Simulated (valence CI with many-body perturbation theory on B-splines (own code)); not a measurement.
**Cs33+: what the settings do**

Calculated by relativistic CI+MBPT: four valence electrons over a frozen Dirac-Fock core [Ar], a basis of 6 s, 6 p, 5 d, 5 f, 1 g functions for each j, with the one-electron correlation potential Σ1, the two-electron term Σ2, the three-electron term Σ3, Breit, model QED; selected CI, second order for the rest, scaled by the run's own slope (own B-spline code, finite nucleus).

No measured spectrum was set against this ion. As an estimate, large intervals hold to a few tenths of a per cent, small ones and those within an open d or f shell to about a per cent. Only levels of the ground parity were solved; by the run's estimate the other parity begins above the list, which can be wrong where configurations are misplaced.

The reference run has the lowest level (3d3/2^4) J=0 and an ionisation energy of 2138.01 eV. Its largest variational space holds 8174 state functions.

Levels are named by their leading jj configuration (3d3/2^4 stands for four electrons in 3d with j = 3/2), which in mixed levels can hold well under half, so a name can repeat and another be missing. Letters in brackets count levels of one name in rising energy.

Changed runs:
A. QED terms on → off
B. correlating orbitals by l 3 3 3 3 1 → 4 4 3 0 0; averaging of valence orbitals over low configurations on → off
C. Davidson tolerance 2e-05 → 0.001
D. scale of Σ1 1 → -1 (bad on purpose)

Excitation energies of the reference run in cm⁻¹, and shifts in cm⁻¹:

| Level | Reference | A | B | C | D |
| --- | --- | --- | --- | --- | --- |
| (3d3/2^3 3d5/2) J=1 | 91010 | -388 | -749 | 0 | -1700 |
| (3d3/2^3 3d5/2) J=2 | 142401 | -517 | -714 | 0 | -2301 |
| (3d3/2^3 3d5/2) J=4 | 158977 | -409 | -20 | 0 | -1895 |
| (3d3/2^3 3d5/2) J=3 | 167213 | -519 | -417 | 0 | -2355 |
| (3d3/2^2 3d5/2^2) J=0 | 236522 | -736 | -313 | 0 | -3356 |
| (3d3/2^2 3d5/2^2) J=4 [a] | 248991 | -768 | -581 | 0 | -3476 |
| (3d3/2^2 3d5/2^2) J=2 [a] | 266189 | -647 | +577 | 0 | -3047 |
| (3d3/2^2 3d5/2^2) J=3 [a] | 267582 | -706 | -7.3 | 0 | -3282 |
| (3d3/2^2 3d5/2^2) J=5 | 288072 | -758 | -125 | 0 | -3505 |
| (3d3/2^2 3d5/2^2) J=1 | 298507 | -793 | +370 | 0 | -3693 |
| (3d3/2^2 3d5/2^2) J=6 | 304191 | -771 | -16 | 0 | -3574 |
| (3d3/2^2 3d5/2^2) J=4 [b] | 327165 | -782 | +382 | 0 | -3688 |
| Ionisation energy (eV) | 2138.01 | -0.10 | -0.32 | 0 | -5.09 |

No effect on these energies: C.
